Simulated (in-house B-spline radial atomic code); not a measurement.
A fraction x of an electron is removed from 5p in Yb5+, starting from [Kr] 4d10 4f12 5s2 5p5 and keeping the highest spin. Level of theory: scalar-relativistic (X2C) TPSSh, spin-polarised, spherical fractional occupations, Fermi nucleus of rms radius 5.3108 fm; calculated with an all-electron radial atomic-structure program (B-spline basis).

Caution: exact exchange at fractional occupations of open shells leaves self-interaction of up to several eV.

| x | E(x) - E(0) (eV) | 5p down level (eV) |
| --- | --- | --- |
| 0 | 0.0000 | -89.050 |
| 0.12 | 10.7928 | -90.830 |
| 0.23 | 20.8739 | -92.464 |
| 0.37 | 33.9648 | -94.550 |
| 0.41 | 37.7587 | -95.146 |
| 0.5 | 46.3824 | -96.490 |
| 0.61 | 57.0867 | -98.135 |
| 0.7 | 65.9795 | -99.483 |
| 0.82 | 78.0253 | -101.281 |
| 0.96 | 92.3518 | -103.383 |
| 1 | 96.4991 | -103.984 |

The exact functional would give a straight line between the two integer points. Deviations E(x) - E(0) - x[E(1) - E(0)], in eV: -0.787 at x = 0.12, -1.321 at x = 0.23, -1.74 at x = 0.37, -1.806 at x = 0.41, -1.867 at x = 0.5, -1.778 at x = 0.61, -1.57 at x = 0.7, -1.104 at x = 0.82, -0.287 at x = 0.96.

The curve lies below the straight line by up to 1.867 eV (at x = 0.5): convex, the delocalisation error, to which spherically averaged exact exchange adds.

Problem. How well does Slater's transition state (minus the level at half occupation) give the ionisation energy?

Solution. It gives 96.490 eV against 96.499 eV from the two total energies; NIST lists 99.00 eV, ground level to ground level. The end point has an open shell averaged over its orbitals, so its exact exchange keeps a self-interaction and this is no true integer point.
